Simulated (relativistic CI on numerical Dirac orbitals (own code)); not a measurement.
## L2,3 absorption of nickel in several valence states

Computed multiplet spectra 2p⁶3dⁿ → 2p⁵3dⁿ⁺¹ (Dirac-Coulomb-Breit ions, Slater integrals scaled by 0.8, an assumed crystal field that grows with the charge, no charge transfer; 300 K; Lorentzian 0.4 eV and Gaussian 0.3 eV FWHM at both edges, so that L2 comes out sharper than in experiment). Peaks over 5 % are given in eV from the highest peak in the L3 region of each spectrum (height, largest 100). S of the lowest state is read from ⟨S²⟩, and the branching ratio is the share of L3, cut at the minimum between the edges.

Field parameters in Wybourne normalisation: Td as Oh with Dq negative (B⁴₀ = 21Dq, B⁴₄ = √(5/14) B⁴₀). The field is a parameter set, without covalency.

- Ni²⁺ (d8, Td, 10Dq = -7700 cm⁻¹): S = 1.00, branching ratio 0.90; peaks 0.0 (100), 2.5 (17), 18.2 (8), 18.8 (12)
- Ni⁴⁺ (d6, Td, 10Dq = -12200 cm⁻¹): S = 2.00, high spin, branching ratio 0.75; peaks -3.6 (16), -1.3 (60), -0.6 (79), 0.0 (100), 0.3 (99), 1.7 (53), 3.6 (30), 5.5 (10), 15.1 (13), 16.7 (31), 17.9 (29), 18.7 (29), 19.6 (14), 20.3 (12), 21.4 (8), 22.3 (8)

Q: What spin state follows for Ni³⁺ in Td, 10Dq = -9950 cm⁻¹, and does its branching ratio lie nearer 2/3 or nearer 0.8?

A: Ni³⁺ (d7, Td, 10Dq = -9950 cm⁻¹): S = 1.50, high spin, branching ratio 0.75; peaks 0.0 (100), 1.3 (56), 2.6 (24), 3.3 (20), 4.4 (9), 5.0 (9), 17.7 (27), 18.4 (45), 20.5 (6), 21.0 (8). High-spin states, above all those with an unquenched orbital moment, raise the ratio above the statistical 2/3; low spin and nearly empty shells keep it near or below 2/3.

The centroid of the whole edge, which also moves with the branching ratio, lies at 856.7 (Ni²⁺), 862.5 (Ni³⁺), 865.7 (Ni⁴⁺) eV in this ionic model, in steps of 3.2 to 5.8 eV. Compounds show about 1 to 2 eV a unit and lower energies for the high valences, since ligands screen the charge. The multiplet shape follows the d count and the spin state, and so serves as a fingerprint of valence.
